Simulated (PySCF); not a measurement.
Some cells of this table were withheld.

```
no.                         species (SMILES)  atoms  electrons  dipole moment (D)  HOMO energy (eV)  LUMO energy (eV)  smallest rotational constant (GHz)
  1                          Cc1ccc2c(c1)CC2     19         64               0.26             -6.59             -0.17                                   ?
  2                          c1cc(C2CC2)ccn1     18         64                  ?             -7.24             -0.62                               0.962
  3                CC1=NN([SiH](C)C)C[C@H]1F     23         86               1.42             -6.02              0.12                               0.556
  4  [H]/N=C/[C@@H]1[C@H]2[C@H](C)[C@@]21C#C     18         64                  ?             -6.91             -0.41                               0.888
  5                                   C=CCCC     15         40               0.40             -7.37                 ?                               2.138
```

Levels: PBE0/pcSseg-1 for dipole moment, HOMO energy and LUMO energy; GFN2-xTB for smallest rotational constant. Geometries: GFN2-xTB. Species are written as SMILES; each is one conformer at its optimised geometry, gas phase, non-relativistic unless stated. Electronic properties by PySCF.

The conformers computed, where there is a choice (atom-mapped SMILES and torsion angles):
- `[cH:1]1[cH:2][c:3]([CH:4]2[CH2:5][CH2:6]2)[cH:7][cH:8][n:9]1`: C2–C3–C4–C5 -35°
- `[H]/[N:2]=[CH:3]/[C@@H:4]1[C@H:5]2[C@H:6]([CH3:7])[C@:8]12[C:9]#[CH:10]`: N2–C3–C4–C5 -147°
- `[CH2:1]=[CH:2][CH2:3][CH2:4][CH3:5]`: C1–C2–C3–C4 118°, C2–C3–C4–C5 180°

The conformers of `CC1=NN([SiH](C)C)C[C@H]1F` aren't listed.

Problem. What is the smallest rotational constant in row 1?

Solution. 0.997 GHz.

Problem. Row 2: the dipole moment?

Solution. 3.06 D.

Problem. Row 4: the dipole moment?

Solution. 2.30 D.

Problem. Row 5: the LUMO energy?

Solution. 0.56 eV.

Problem. In the completed table, which rows hold the lowest and the highest dipole moment, and what is the mean?

Solution. Row 1 the lowest (0.26 D), row 2 the highest (3.06 D); the mean over the 5 rows is 1.49 D.

Problem. In the completed table, which rows hold the lowest and the highest LUMO energy, and what is the mean?

Solution. Row 2 the lowest (-0.62 eV), row 5 the highest (0.56 eV); the mean over the 5 rows is -0.10 eV.

Problem. What is the HOMO–LUMO gap, row by row?

Solution. row 1: 6.42, row 2: 6.62, row 3: 6.14, row 4: 6.50, row 5: 7.93 eV.
